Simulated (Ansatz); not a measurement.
Zr₂O₂⁺. Total charge 1; quartet. Geometry r2SCAN-D4/def2-TZVP; atoms count from 1.

Cartesian coordinates in Å:
```
Zr -0.239 0.581 -1.241
Zr 0.152 -0.891 1.057
O -1.233 0.322 0.417
O 1.320 -0.013 -0.233
```

In the def2 sets Zr takes a core potential; there is no spin–orbit coupling. At PBE0-D4/def2-TZVP a doublet of charge 1 lies 0.27 eV below the quartet, each at its own geometry. The structure comes from a short search, and lower isomers may exist.

(1) Estimate the Mulliken populations from the PBE0/def2-TZVP orbitals of Ansatz.

(2) Where does the spin sit?

(3) And the Mayer bond orders between heavy atoms (over 0.3)?

Results:

(1) 
```csv
atom,charge (e),spin (α − β),d electrons
Zr1,1.14,1.52,2.16
Zr2,1.14,1.52,2.16
O3,-0.64,-0.02,–
O4,-0.64,-0.02,–
```
Mulliken values depend strongly on the basis.

(2) Summed by element: Zr 3.03, O -0.03, of 3 unpaired in all. Largest on single atoms: Zr1 1.52, Zr2 1.52, O3 -0.02.

(3) Zr1–Zr2 0.80 (2.76 Å); Zr1–O3 1.05 (1.95 Å); Zr1–O4 1.05 (1.95 Å); Zr2–O3 1.05 (1.95 Å); Zr2–O4 1.05 (1.95 Å).
